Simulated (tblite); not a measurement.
Species: C7H11PS.
Structure used (GFN2-xTB), in Å, numbered top down from 1:
```xyz
20
C7H11PS angstrom
C      2.665    0.224   -1.460
C      1.487    0.426   -1.527
C      0.067    0.654   -1.565
P     -0.747    0.353    0.082
S     -2.671    0.569    0.035
C      0.158    1.477    1.190
C     -0.503    2.325    1.959
C     -0.142   -1.320    0.597
C     -0.776   -2.407   -0.257
H      3.700    0.055   -1.426
H     -0.423   -0.005   -2.290
H     -0.158    1.692   -1.837
H      1.237    1.413    1.168
H     -1.583    2.351    1.934
H     -0.012    3.013    2.628
H     -0.435   -1.435    1.646
H      0.948   -1.339    0.531
H     -0.402   -2.366   -1.279
H     -0.554   -3.391    0.150
H     -1.858   -2.277   -0.280
```

All values are computed: GFN2-xTB (tblite) harmonic vibrations without scaling, gas phase. Against measured fundamentals such values can be off by several per cent, at times by over 20. One conformer, not necessarily the lowest.

Harmonic wavenumbers (cm⁻¹): 38.1, 62.4, 78.3, 99.0, 138.9, 153.3, 186.2, 194.1, 211.2, 240.6, 296.1, 307.3, 355.3, 408.4, 534.7, 577.7, 637.2, 645.8, 687.0, 719.8, 750.5, 795.7, 802.7, 904.4, 960.3, 980.0, 1000.5, 1004.7, 1008.2, 1067.9, 1073.5, 1173.4, 1206.9, 1215.1, 1241.8, 1376.2, 1387.9, 1404.2, 1425.1, 1489.0, 1494.4, 1657.6, 2282.6, 2913.1, 2925.4, 2936.5, 2955.3, 3014.7, 3024.0, 3032.8, 3040.3, 3068.2, 3109.4, 3397.1.

A = 1373, B = 980.9, C = 760.7 MHz; mass 158.032 u (most abundant isotopes); point group C1, symmetry number 1.

What is the zero-point energy?

Half the sum of the wavenumbers: 33845 cm⁻¹ = 404.88 kJ/mol.

Entropy at 200 K, 1 bar (ideal gas, RRHO, classical rotation)?

Translation 163.70, rotation 121.08, vibration 113.39: S = 398.2 J/(mol K).

And Cp and H(200 K) − H(0)?

Cp = 146.74 J/(mol K), of which vibrations give 113.48 (their classical limit is 54 R = 449.0); H(200 K) − H(0) = 18.82 kJ/mol without the zero-point energy, 12.17 from vibrations.

What must be added to the electronic energy to get the Gibbs energy at 200 K and 1 bar?

ZPE + [H(200 K) − H(0)] − T·S = 404.88 + 18.82 − 79.63 = 344.07 kJ/mol.

Which modes carry the vibrational entropy at 200 K?

38.1 cm⁻¹: 19.10; 62.4 cm⁻¹: 15.04; 78.3 cm⁻¹: 13.20; 99.0 cm⁻¹: 11.31; 138.9 cm⁻¹: 8.66; 153.3 cm⁻¹: 7.91 J/(mol K); the other 48 give 38.17 together.

How do the functions run with temperature in this model?

```tsv
T (K)	S (J/(mol K))	Cp (J/(mol K))	H − H(0) (kJ/mol)	G − H(0) (kJ/mol)	ln q(vib)
100	314.4	98.9	6.45	-24.98	2.57
300	466.2	191.6	35.75	-104.11	9.87
500	582.6	266.0	81.96	-209.34	16.44
800	724.2	335.8	173.16	-406.21	25.27
1000	802.7	366.9	243.59	-559.07	30.55
```

q(vib) and H(0) count from the zero-point level.

Blend soft modes into free rotors: weight 1/[1 + (100 cm⁻¹/ν̃)⁴] for the oscillator and the rest for a rotor with moment μB/(μ + B), μ = h/(8π²ν), B = 10⁻⁴⁴ kg m². What vibrational entropy results?

104.92 J/(mol K) in place of 113.39, which changes −T·S at 200 K by +1.69 kJ/mol.

Hindered rotation and anharmonicity are outside this model. Other conformers, if any are populated, would add a mixing term that is left out. The structure is chiral; the term R ln 2 for an equal mix with its mirror image is left out.

Time: 0.99 s. Hardware: an Arm Neoverse V1 with one thread, no GPU, shared host. The figure is for the frequency step alone.
